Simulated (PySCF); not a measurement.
A calculated (LDA, PySCF 2.14, def2-TZVP, the non-relativistic Hamiltonian (point nucleus)) atom or ion has these occupied shells.

```csv
shell,electrons,orbital energy (eV),"rms radius, mean of both spins (bohr)"
1s α,1,-2093.8,0.121
1s β,1,-2093.6,0.121
2s α,1,-195.73,0.570
2s β,1,-195.55,0.570
2p α,3,-148.15,0.544
2p β,3,-147.92,0.544
3s α,1,-34.324,1.87
3s β,1,-33.250,1.87
3p α,1,-24.808,2.11
```

**Question.** Name the element and its charge.

**Answer.** P²⁺ (phosphorus, charge +2), in [Ne] 3s2 3p1, 2P determinant.
